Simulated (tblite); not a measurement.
Problem. What does the GFN2-xTB structure of `O=CN[SiH]1C[SiH]C1` [radical] look like in three dimensions? (Doublet state.)

Solution. 
```
atom  x, y, z in Å
O1     1.343    1.317    0.879
C2     2.012    0.801    0.015
N3     1.569   -0.130   -0.835
Si4   -0.104   -0.703   -0.741
C5    -1.282    0.791   -0.664
Si6   -1.375    0.602    1.266
C7    -0.527   -1.133    1.066
H8     3.075    1.079   -0.132
H9     2.219   -0.487   -1.512
H10   -0.140   -1.689   -1.823
H11   -2.241    0.627   -1.152
H12   -0.884    1.727   -1.043
H13   -2.763    0.506    1.765
H14    0.320   -1.338    1.714
H15   -1.224   -1.961    1.175
```

Any rigid rotation of these coordinates is as good. Atoms count from 1 in this order. Of the pairs four or more bonds apart, O1···Si6 is among the closest relative to their van der Waals radii: 2.84 Å, 78 % of the sum of Bondi's values. C2 (carbon bonded to N, O and H) is planar (angles 124.7°, 121.3° and 114.1°, sum 360.0°, 0.00 Å off the plane of its three neighbours). The 4-membered ring Si4–C5–Si6–C7 has internal angles of 87.9° to 90.1°; it is puckered, 0.11 Å rms from its mean plane, widest ring torsion 13°. Si6 (silicon bonded to 2 C and H) is pyramidal (angles 112.8°, 112.7° and 87.9°, sum 313.4°, 0.69 Å off the plane of its three neighbours).

Bonds between heavy atoms (Å): O1=C2 1.208, C2–N3 1.337, N3–Si4 1.771, Si4–C5 1.904, C5–Si6 1.942, Si6–C7 1.942, Si4–C7 1.904.

The geometry is computed with GFN2-xTB (gas phase). This method treats the open shell by occupation alone, without spin polarisation.

Point group: Cs (every atom within 0.08 Å of its image). Its GFN2-xTB frequencies are all real (lowest 83 cm⁻¹). Torsions: O1–C2–N3–Si4 0°, C2–N3–Si4–C5 49°, N3–Si4–C5–Si6 -98°, Si4–C5–Si6–C7 -12°, C5–Si6–C7–Si4 12°, N3–Si4–C7–Si6 98°. 3 starts were optimised and ended at 0.00, 0.00 and 0.28 kcal/mol (GFN2-xTB); the lowest of these is shown.

One conformer stands for the species.
